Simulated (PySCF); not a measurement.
Compound: (I2B-mu-NH2)2.
Bonds: B1–I2, B1–I3, B1–N4, B1–N8, N4–B5, B5–I6, B5–I7, B5–N8. Hydrogens: H9, H10 on N4; H11, H12 on N8.

A linear-response calculation (PySCF, def2-SVPD basis, gas phase, vertical, core orbitals frozen in the response) gave these numbers; the functional is withheld.

Orbital energies (eV): HOMO-3 -8.89, HOMO-2 -8.86, HOMO-1 -8.67, HOMO -8.28, LUMO 0.01, LUMO+1 0.06, LUMO+2 0.42.

| state | E (eV) | f | main configurations (H = HOMO, L = LUMO) |
| --- | --- | --- | --- |
| S1 | 5.35 | 0.0000 | H→L (63%), H-3→L+1 (17%), H-1→L+3 (9%) |
| S2 | 5.46 | 0.0035 | H→L+1 (74%), H-3→L (14%) |
| S3 | 5.58 | 0.054 | H-1→L (51%), H→L+3 (21%), H→L+7 (10%) |
| S4 | 5.73 | 0.0000 | H-5→L (46%), H-4→L+1 (28%), H-2→L+3 (13%) |
| S5 | 5.76 | 0.0000 | H-1→L+1 (66%), H-7→L (9%) |
| S6 | 5.79 | 0.0000 | H-2→L (56%), H-5→L+3 (13%), H-6→L+1 (10%) |

Triplets (Tamm–Dancoff): T1 4.90 eV, H→L (61%), H-1→L+3 (12%), H-3→L+1 (10%); T2 5.07 eV, H-1→L (49%), H→L+3 (23%), H→L+7 (9%); T3 5.13 eV, H→L+1 (58%), H-3→L (22%); T4 5.28 eV, H-5→L (39%), H-4→L+1 (29%), H-2→L+3 (14%).

Vertical ionisation energy by ΔSCF with the same functional: 8.95 eV. Mean static polarisability: 179.6 au.

Question: Which of these was used?
A. HF
B. PBE
C. CAM-B3LYP
D. B3LYP

Answer: C. CAM-B3LYP is range-separated, 19% exact exchange at short range and 65% at long range (ω = 0.33 bohr⁻¹). In this run −ε(HOMO) = 8.28 eV differs from the ΔSCF value by -0.67 eV, and S1 differs from the orbital gap of 8.29 eV by -2.94 eV. The ratio −ε(HOMO)/IP is 0.92. Usual ranges for neutral molecules in this basis: 0.85 to 0.93 with CAM-B3LYP, 0.5 to 0.7 with PBE, 0.67 to 0.83 with B3LYP; Hartree–Fock can't fall below 1, since the ion's relaxation only lowers the ΔSCF value. The other options: PBE, a GGA without exact exchange; HF, time-dependent Hartree–Fock, 100% exact exchange; B3LYP, a global hybrid with 20% exact exchange.

Theory: PySCF, TDDFT CAM-B3LYP/def2-SVPD, vertical, gas phase, core orbitals frozen in the response, def2 core potentials past Kr. Isolated species at its PBE0-D3(BJ)/def2-SVP geometry (one conformer only). Spin–orbit coupling is left out.
